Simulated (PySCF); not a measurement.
**From computed data to an observable: entropy of an ideal gas**

KI, SMILES [K][I].

Geometry: PBE0-D3(BJ)/def2-TZVPD. The def2 effective core potentials stand for the cores of I; spin–orbit coupling is left out.

PBE0-D3(BJ)/def2-TZVPD in PySCF 2.14.0 gives the harmonic wavenumbers 182 cm⁻¹ and the rotational temperature 0.0859 K. The molar mass is 166.00 g/mol, the symmetry number 1, the spin multiplicity 1.

Work out the entropy at 298.15 K and 1 atm in the rigid-rotor, harmonic-oscillator model.


Translation (Sackur–Tetrode at 1 atm): S = R[1.5 ln M + 2.5 ln T − 1.16487] = 172.5 J/(mol K).
Rotation: q = T/(σ θ) = 3470, S = R[ln q + 1] = 76.1 J/(mol K).
Vibration: with u = 1.4388 ν/T, each mode gives R[u/(e^u − 1) − ln(1 − e^−u)]:
| ν (cm⁻¹) | modes | u | S (J/(mol K)) |
|---|---|---|---|
| 182 | 1 | 0.88 | 9.66 |
These are all the modes. Sum 9.7 J/(mol K).
Spin: R ln 1 = 0.0 J/(mol K).
Total 258.3 J/(mol K); the program's own thermochemistry gives 258.3. Translation makes up 67 % and vibration 4 %. Anharmonicity, hindered rotation and orbital degeneracy are left out.
